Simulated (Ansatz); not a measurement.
`C[CH2][GeH3]`. Charge 0, multiplicity 1. All single points use the PBE0-D4/def2-TZVP geometry.

```xyz
11

C    -0.862    1.051    0.484
C    -0.641   -0.246   -0.282
Ge    1.229   -0.832   -0.274
H    -0.277    1.871    0.061
H    -1.913    1.353    0.463
H    -0.571    0.951    1.533
H    -0.951   -0.139   -1.325
H    -1.244   -1.055    0.141
H     1.706   -1.057    1.173
H     2.123    0.248   -0.914
H     1.402   -2.145   -1.060
```

Task: What is the dipole moment at r2SCAN/def2-TZVPP? (Best estimate.)

Result: The calculation gave: 0.88 D, with components (-0.84, 0.26, -0.01) D in this frame, pointing from negative to positive charge.

Task: And with PBE, B3LYP, ωB97M-V? (An estimate is asked.)

Result: The calculation gave: PBE 0.88 D, B3LYP 0.86 D, ωB97M-V 0.82 D.

Task: Give the Mulliken charges with r2SCAN, B3LYP, PBE in def2-TZVPP. (Estimate.)

Result: Ansatz gave: 
| atom | r2SCAN | B3LYP | PBE |
| --- | --- | --- | --- |
| C1 | -0.15 | -0.26 | -0.26 |
| C2 | -0.15 | -0.22 | -0.22 |
| Ge3 | 0.11 | 0.12 | 0.10 |
| H4 | 0.05 | 0.09 | 0.09 |
| H5 | 0.05 | 0.09 | 0.09 |
| H6 | 0.05 | 0.09 | 0.09 |
| H7 | 0.06 | 0.09 | 0.09 |
| H8 | 0.06 | 0.09 | 0.09 |
| H9 | -0.03 | -0.03 | -0.02 |
| H10 | -0.03 | -0.03 | -0.02 |
| H11 | -0.03 | -0.02 | -0.02 |

B3LYP here is the variant with VWN-RPA as its local correlation; programs differ in this.
